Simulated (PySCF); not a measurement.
Vertical excitations of a molecule CH5ClF2Si2 from TDDFT-PBE/def2-SVPD run with PySCF, as energy in eV (oscillator strength): 5.87 (0.005), 6.03 (0.008), 6.71 (0.113), 6.90 (0.018), 6.99 (0.034), 7.03 (0.017), 7.14 (0.077), 7.22 (0.008), 7.29 (0.011), 7.32 (0.014). Lowest triplet (TDA): 5.37 eV. Coordinates come from a B3LYP-D3(BJ)/def2-SVP optimisation. One conformer was computed; it need not be the lowest.

Question: Which molecule gave these data?
A) FC[Si@H](F)[SiH2]Cl
B) FC[Si@](F)([SiH3])Cl
C) C[Si](F)(F)[SiH2]Cl
D) F[Si](F)(Cl)C[SiH3]

Answer: B, FC[Si@](F)([SiH3])Cl
